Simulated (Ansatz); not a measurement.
This geometry of BCl2F + H2 (6 atoms, charge 0, multiplicity 1) is a first-order saddle point.

Theory: Ansatz, RKS PBE0-D4/def2-SVP.

```xyz
6
Properties=species:S:1:pos:R:3
B -0.073 -0.302 0.034
Cl -0.068 0.086 2.100
F 1.112 0.055 -0.439
Cl -1.563 0.283 -0.704
H -0.139 -1.596 0.237
H -0.097 -1.175 1.229
```

Problem. Which two structures does it join? (They come from a converged band through this point; their orientation in space is the band's.)

Solution. Bonds broken: B1–Cl2, H5–H6. Bonds formed: B1–H5, Cl2–H6. BCl2F + H2 becomes BClFH + ClH.

Image 0:

```xyz
6
Properties=species:S:1:pos:R:3
B -0.034 0.520 0.106
Cl -0.009 0.934 1.799
F 1.092 0.231 -0.498
Cl -1.519 0.506 -0.805
H -0.245 -2.539 0.572
H -0.113 -2.301 1.282
```

Image 10:

```xyz
6
Properties=species:S:1:pos:R:3
B -0.115 -0.365 -0.596
Cl -0.088 -0.130 2.500
F 1.076 0.177 -0.700
Cl -1.522 0.617 -0.930
H -0.226 -1.539 -0.362
H 0.046 -1.409 2.545
```

Problem. How far does it lie above each of them?

Solution. 1.46 eV above the first and 0.85 eV above the second. This is the barrier of this one path; another mechanism may lie lower. The orbitals stay closed-shell, which can raise the energy where a bond breaks towards radicals; this wasn't checked here.

The run took 6.3 min on 1 thread of AMD EPYC 9R45 96-Core Processor (Zen 5), with other jobs on the host, peak memory 0.16 GiB.
